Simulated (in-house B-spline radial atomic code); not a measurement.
Values are calculated unless marked as measured or tabulated.
# C6 from the polarisability at imaginary frequency: Ca

PBE0 linear response of the closed shell [Ar] 4s2, from a B-spline radial code for spherical atoms; non-relativistic, point nucleus, no spin-orbit coupling; shells from n = 2 respond.

The dispersion coefficient of two like species is C6 = (3/π) ∫ α(iu)² du from 0 to ∞.

```csv
u (hartree),α(iu) (bohr³)
0,164.2
0.03,153
0.07,117.7
0.12,76.74
0.2,40.8
0.3,22.44
0.45,12.21
0.7,6.549
1,4.067
1.5,2.334
2.5,1.078
5,0.341
```

Fit one oscillator, α(iu) = α(0)/(1 + u²/ω²), through u = 0.12 and estimate C6.

From α(0)/α(iu) − 1 = 164.2/76.74 − 1 = 1.1397, ω = u/√1.1397 = 0.1124 hartree (3.1 eV). London's formula gives C6 = (3/4) α(0)² ω = 0.75 × 164.2² × 0.1124 = 2273 hartree·bohr⁶, and the oscillator holds f = α(0) ω² = 2.07 electrons, of a sum of oscillator strengths of 18.6.

How does that compare with the full integral?

The program's quadrature over all excitations gives C6 = 2311, so the single oscillator is off by -1.6 %. At the last point the fit gives α = 0.0829 against 0.341: higher excitations, and deeper shells where there are any, keep the true curve higher at large u.
